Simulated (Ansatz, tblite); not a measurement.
Forces on Hg₂F₃ at its PBE0-D4/def2-SVP geometry. Charge 0, multiplicity 2.

In the def2 sets Hg takes a core potential; there is no spin–orbit coupling. The xTB rows come from tblite. Another isomer (doublet) lies 1.32 eV lower at PBE0-D4/def2-TZVP; other spin states weren't run for this one.

GFN1-xTB (tblite), largest force 0.96 eV/Å:

```xyz
5
positions Å, forces eV/Å
Hg   -0.161   -0.100    0.112   -0.208   -0.157    0.171
Hg    1.908    1.291   -1.439   -0.466   -0.305    0.338
F    -1.466    0.658   -1.106    0.477   -0.231    0.384
F     1.321   -0.734    1.193   -0.461    0.228   -0.376
F    -1.603   -1.115    1.240    0.658    0.465   -0.517
```

GFN2-xTB (tblite), largest force 0.70 eV/Å:

```
Hg -0.238 -0.174 0.191
Hg -0.179 -0.106 0.115
F 0.174 -0.124 0.194
F -0.238 0.064 -0.122
F 0.480 0.340 -0.378
```

PBE-D4/def2-TZVP (Ansatz), largest force 0.59 eV/Å:

```
Hg 0.043 0.020 -0.022
Hg -0.086 -0.051 0.057
F -0.372 0.242 -0.383
F 0.457 -0.182 0.314
F -0.043 -0.030 0.034
```
